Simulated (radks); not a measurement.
Values are calculated unless marked as measured or tabulated.
Problem. The lead ion Pb4+, [Xe] 4f14 5d10. Code: a radial shooting solver on a logarithmic mesh with Libxc functionals. Model: non-relativistic Kohn-Sham, PBE, spin-polarised, spherical densities, point nucleus. Every spin shell is full or empty, so the densities are truly spherical. Functionals are evaluated on that one density, not self-consistently. Rank these orbital-free kinetic functionals by their error against the exact value of the orbitals, and give that value: Thomas-Fermi, von Weizsacker, TF + vW/9, TF + vW/5, LC94, APBEK, revAPBEK, Pearson, LKT, PG1, DePristo-Kress, Ernzerhof.

Solution. Exact: 19520.1 hartree. From best to worst, with 100 (|E| - |E exact|)/|E exact| (equal figures are ties): LC94 +0.03, APBEK +0.05, revAPBEK +0.19, DePristo-Kress -0.19, Ernzerhof -0.47, TF + vW/9 -0.67, Pearson -0.83, TF + vW/5 +2.45, Thomas-Fermi -4.58, PG1 +12.30, LKT +15.78, von Weizsacker -64.88.
